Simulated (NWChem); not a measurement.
Species: InNH4O; SMILES [NH2][InH][OH]

```xyz
7

In    -0.2880    -0.0040     0.0006
H     -1.9972    -0.0986    -0.0748
O      0.9080    -1.6121    -0.0011
H      0.4220    -2.4417    -0.0520
N      0.8664     1.6460    -0.0472
H      1.8478     1.5593     0.1968
H      0.5091     2.5502     0.2405
```
Atoms are numbered in this order, from 1.

All runs: NWChem. Geometry: optimised at PBE0/def2-SVP. def2 effective core potentials on In; no spin-orbit coupling. Ions are spin-unrestricted doublets at the neutral geometry; other ion states weren't tried.

```tsv
level	vertical ionisation energy, ΔSCF (eV)	−ε(HOMO) (eV)	ΔSCF minus −ε(HOMO) (eV)
B3LYP/def2-SVPD	9.39	6.98	2.41
r2SCAN/def2-SVPD	9.16	6.10	3.06
BHandHLYP/def2-SVPD	[?]	[?]	[?]
CAM-B3LYP/def2-SVPD	9.55	8.64	0.91
```

**Question.** Fill in the missing entries.

**Answer.** 
- BHandHLYP/def2-SVPD, vertical ionisation energy, ΔSCF (eV): 9.25
- BHandHLYP/def2-SVPD, −ε(HOMO) (eV): 8.48
- BHandHLYP/def2-SVPD, ΔSCF minus −ε(HOMO) (eV): 0.77
